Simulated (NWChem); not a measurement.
Species: CHO$_{2}$, doublet; SMILES [O]C=O

```xyz
4

O     -1.1431     0.0000    -0.1253
C      0.0057     0.0000     0.2148
O      1.1739     0.0000    -0.2042
H      0.2076     0.0000     1.3716
```
Atoms are numbered in this order, from 1.

Computed with NWChem. Pople sets run with spherical d functions. Spin-unrestricted. Coordinates come from a PBE0/def2-SVP, spin-unrestricted optimisation. No stability test was run on the SCF state. Vzz is the largest principal value of the second derivative of the potential at the nucleus (NWChem prints the opposite sign); η is the asymmetry. Non-relativistic.

**Question.** Predict the results for PBE0/6-31G*. Quantities: Vzz O1 (a.u.); η O1; Vzz O3 (a.u.); η O3.

**Answer.** 
| Item | Value |
|---|---|
| Vzz O1 (a.u.) | -0.980 |
| η O1 | 0.75 |
| Vzz O3 (a.u.) | 1.090 |
| η O3 | 0.50 |
